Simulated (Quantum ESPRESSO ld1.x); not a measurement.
Q: The table gives one normalised radial function P(r) = r R(r) (large component) of Tl4+ in [Xe] 4f14 5d9 (r in bohr). Calculated with ld1.x of Quantum ESPRESSO 7.5: Dirac Kohn-Sham, revPBE, spin-unpolarised, spherical densities, point nucleus; open shells fill j = l - 1/2 first.

r,P
0.002902,0.1778
0.003839,0.2019
0.005121,0.2209
0.006775,0.2275
0.008965,0.2134
0.01186,0.1684
0.01569,0.0834
0.02077,-0.0423
0.02748,-0.1913
0.03665,-0.3193
0.04849,-0.3419
0.06416,-0.1915
0.08489,0.1235
0.1123,0.4360
0.1486,0.4562
0.1966,0.0276
0.2623,-0.5728
0.347,-0.6700
0.4591,-0.0095
0.6075,0.8942
0.8038,1.2881
1.063,1.0034
1.407,0.4837
1.877,0.1367
2.483,0.0222
3.286,0.0018
4.347,0.0001

Which n and l does it have? It may be an empty orbital.

A: n = 5, l = 0: the number of nodes gives n - l - 1 = 4, the rise at small r points to l (this Dirac orbital starts as r^gamma with gamma = sqrt((l + 1)^2 - (Z/c)^2) = 0.81; the j = 1/2 orbital of l + 1 starts with the same power, but with a smaller coefficient, and then steepens), and the extent must fit the shell. The curve is that of 5s1/2. 5s1/2: eigenvalue -176.37 eV, 4 radial nodes at r = 0.0191, 0.0769, 0.199, 0.460 bohr, <r> = 0.876 bohr, 90 % of the charge inside 1.25 bohr.
